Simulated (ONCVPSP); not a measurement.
**Transferability test, ONCV potential for Os**

ONCVPSP 4.0.1 input, shortened (lines: element, Z, core and valence counts, functional; n l f; lmax; l rc ep ncon nbas qcut; lloc lpopt rc5 dvloc0; l nproj debl; icmod fcfact rcfact), PBE, scalar-relativistic:

```
  Os 76.00   10    4        4      upf
    1    0    2.00
    2    0    2.00
    2    1    6.00
    3    0    2.00
    3    1    6.00
    3    2   10.00
    4    0    2.00
    4    1    6.00
    4    2   10.00
    4    3   14.00
    5    0    2.00
    5    1    6.00
    5    2    6.00
    6    0    2.00
    2
    0    1.55    0.00    3    6    9.10
    1    1.60    0.00    4    8   10.70
    2    2.20    0.00    4    9    6.10
    4    5    1.45    1.50
    0    2    1.60
    1    1    0.40
    2    1    2.00
    3    3.75    1.40
```

Energies are relative to the spin-unpolarised reference configuration 5s2 5p6 5d6 6s2; without spin polarisation the order of configurations can differ from experiment.

```csv
valence configuration,charge,ΔE all-electron (eV),error AE − PS (meV)
5s2 5p6 5d6 6s1,+1,9.577,-3.3
5s2 5p6 5d6 6s0,+2,26.492,-8.8
5s2 5p6 5d5 6s0,+3,55.339,-17
```

Question: What are ΔE and the potential's error for 5s2 5p6 5d6 6s0 6p1?

Answer: ΔE = 15.722 eV all-electron; the error (AE − PS) is -67 meV.

Levels in the configuration 5s2 5p6 5d5 6s0:

```
level  all-electron (eV)  pseudo (eV)
   5s           -122.230     -122.314
   5p            -81.281      -81.333
   5d            -34.985      -34.989
```
